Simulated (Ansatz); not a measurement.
CH6Sn⁻, that is SnMeH3 with one electron more. The state is a doublet with charge -1. Geometry PBE-D4/def2-TZVP, that of the neutral singlet.

Cartesian coordinates in Å:
```
Sn -0.2639 0.8629 0.4232
C 0.3078 -1.0064 -0.4935
H -0.0328 -1.0280 -1.5358
H -0.1481 -1.8417 0.0516
H 1.3990 -1.1133 -0.4690
H 0.2459 0.8961 2.0679
H -1.9750 1.0506 0.3677
H 0.4671 2.1798 -0.4120
```

In the def2 sets Sn takes a core potential; there is no spin–orbit coupling. At PBE-D4/def2-TZVPD, r2SCAN-D4/def2-TZVPD, PBE0-D4/def2-TZVPD the highest occupied level of the charge -1 doublet lies above zero (up to 2.24 eV). By energy differences it is unbound by 0.97 eV (vertical, against the charge 0 singlet, at r2SCAN-D4/def2-TZVPD) and held by the finite basis.

Q: Estimate the α-spin orbital energies around the gap (eV) in Ansatz with PBE-D4/def2-TZVPD, r2SCAN-D4/def2-TZVPD, PBE0-D4/def2-TZVPD.

A: 
```json
{"orbital": "HOMO−5", "PBE-D4/def2-TZVPD": "-6.06", "r2SCAN-D4/def2-TZVPD": "-6.46", "PBE0-D4/def2-TZVPD": "-7.63"}
{"orbital": "HOMO−4", "PBE-D4/def2-TZVPD": "-6.06", "r2SCAN-D4/def2-TZVPD": "-6.46", "PBE0-D4/def2-TZVPD": "-7.63"}
{"orbital": "HOMO−3", "PBE-D4/def2-TZVPD": "-3.58", "r2SCAN-D4/def2-TZVPD": "-3.87", "PBE0-D4/def2-TZVPD": "-4.84"}
{"orbital": "HOMO−2", "PBE-D4/def2-TZVPD": "-3.58", "r2SCAN-D4/def2-TZVPD": "-3.87", "PBE0-D4/def2-TZVPD": "-4.84"}
{"orbital": "HOMO−1", "PBE-D4/def2-TZVPD": "-3.30", "r2SCAN-D4/def2-TZVPD": "-3.57", "PBE0-D4/def2-TZVPD": "-4.52"}
{"orbital": "HOMO", "PBE-D4/def2-TZVPD": "2.23", "r2SCAN-D4/def2-TZVPD": "2.24", "PBE0-D4/def2-TZVPD": "1.94"}
{"orbital": "LUMO", "PBE-D4/def2-TZVPD": "2.67", "r2SCAN-D4/def2-TZVPD": "2.92", "PBE0-D4/def2-TZVPD": "3.18"}
{"orbital": "LUMO+1", "PBE-D4/def2-TZVPD": "3.38", "r2SCAN-D4/def2-TZVPD": "3.54", "PBE0-D4/def2-TZVPD": "3.91"}
{"orbital": "LUMO+2", "PBE-D4/def2-TZVPD": "3.39", "r2SCAN-D4/def2-TZVPD": "3.54", "PBE0-D4/def2-TZVPD": "3.91"}
{"orbital": "LUMO+3", "PBE-D4/def2-TZVPD": "3.80", "r2SCAN-D4/def2-TZVPD": "4.06", "PBE0-D4/def2-TZVPD": "4.33"}
{"orbital": "LUMO+4", "PBE-D4/def2-TZVPD": "3.88", "r2SCAN-D4/def2-TZVPD": "4.06", "PBE0-D4/def2-TZVPD": "4.33"}
{"orbital": "LUMO+5", "PBE-D4/def2-TZVPD": "3.89", "r2SCAN-D4/def2-TZVPD": "4.08", "PBE0-D4/def2-TZVPD": "4.37"}
{"orbital": "β HOMO", "PBE-D4/def2-TZVPD": "-3.25", "r2SCAN-D4/def2-TZVPD": "-3.50", "PBE0-D4/def2-TZVPD": "-4.47"}
{"orbital": "β LUMO", "PBE-D4/def2-TZVPD": "2.66", "r2SCAN-D4/def2-TZVPD": "3.27", "PBE0-D4/def2-TZVPD": "3.14"}
```
